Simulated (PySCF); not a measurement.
A species of formula C5H11ClO2Si has this rotational fingerprint, computed with PBE0/pcSseg-1 in PySCF (dipole) on a GFN2-xTB geometry, gas phase:

| Property | Result |
| --- | --- |
| Rotational constants | A = 2000, B = 686.2, C = 574.0 MHz |
| Dipole components | \|μa\| = 2.41 D, \|μb\| = 0.04 D, \|μc\| = 1.12 D |
| Inertial defect | -108.74 u·Å² |
| κ | -0.84 |

Question: Which structure is it? (One computed conformer of each.)
A. `[CH3:1][O:2][C@@H:3]([CH3:4])[Si@H:5]([Cl:6])[C:7]([CH3:8])=[O:9]` with C1–O2–C3–C4 77°, O2–C3–Si5–Cl6 64°, C3–Si5–C7–C8 81°
B. `[CH3:1][O:2][C@@H:3]1[CH2:4][C@:5]1([Cl:6])[CH2:7][O:8][SiH3:9]` with C1–O2–C3–C4 -83°, C4–C5–C7–O8 64°, C5–C7–O8–Si9 56°
C. `[CH3:1][O:2][CH2:3][Si:4]1([CH2:5][Cl:6])[CH2:7][O:8][CH2:9]1` with C1–O2–C3–Si4 -179°, O2–C3–Si4–C5 49°, C3–Si4–C5–Cl6 64°
D. `[CH3:1][CH2:2][C@@H:3]1[CH2:4][O:5][CH2:6][Si@H:7]([Cl:8])[O:9]1` with C1–C2–C3–C4 -176°, C2–C3–C4–O5 178°, C3–C4–O5–C6 75°, C4–O5–C6–Si7 -58°, O5–C6–Si7–Cl8 148°
E. `[CH3:1][C@H:2]([Cl:3])/[C:4](=[CH:5]\[O:6][SiH3:7])[CH2:8][OH:9]` with C1–C2–C4–C5 -127°, C4–C5–O6–Si7 -179°, C2–C4–C8–O9 161°, C4–C8–O9–H -63°
F. `[CH3:1][O:2][C:3](=[O:4])[CH2:5][C@:6]([CH3:7])([SiH3:8])[Cl:9]` with C1–O2–C3–O4 1°, O2–C3–C5–C6 141°, C3–C5–C6–C7 175°

Answer: B. It is CO[C@@H]1C[C@]1(Cl)CO[SiH3], an asymmetric top, point group C1. The candidates at the same level (rigid rotor, commonest isotopes):

| SMILES | A (MHz) | B (MHz) | C (MHz) | μa (D) | μb (D) | μc (D) | Δ (u·Å²) | point group | rotor |
| --- | --- | --- | --- | --- | --- | --- | --- | --- | --- |
| COC[Si]1(CCl)COC1 | 1177 | 883.1 | 576.2 | 2.07 | 1.45 | 0.03 | -124.50 | C1 | asymmetric top |
| CC[C@@H]1COC[Si@H](Cl)O1 | 1571 | 860.6 | 606.8 | 1.17 | 0.86 | 0.20 | -76.09 | C1 | asymmetric top |
| CO[C@@H](C)[Si@H](Cl)C(C)=O | 1178 | 937.2 | 741.1 | 2.92 | 1.03 | 0.35 | -286.20 | C1 | asymmetric top |
| CO[C@@H]1C[C@]1(Cl)CO[SiH3] | 2000 | 686.2 | 574.0 | 2.41 | 0.04 | 1.12 | -108.74 | C1 | asymmetric top |
| C[C@H](Cl)/C(=C\O[SiH3])CO | 1347 | 653.8 | 527.1 | 1.97 | 0.14 | 0.79 | -189.46 | C1 | asymmetric top |
| COC(=O)C[C@](C)([SiH3])Cl | 1757 | 805.4 | 711.5 | 2.13 | 0.49 | 2.15 | -204.90 | C1 | asymmetric top |

`COC[Si]1(CCl)COC1` has A 41 % too low; `C[C@H](Cl)/C(=C\O[SiH3])CO` has A 33 % too low; `COC(=O)C[C@](C)([SiH3])Cl` has C 24 % too high; `CO[C@@H](C)[Si@H](Cl)C(C)=O` has A 41 % too low; `CC[C@@H]1COC[Si@H](Cl)O1` has B 25 % too high. No structure here is proved a minimum.
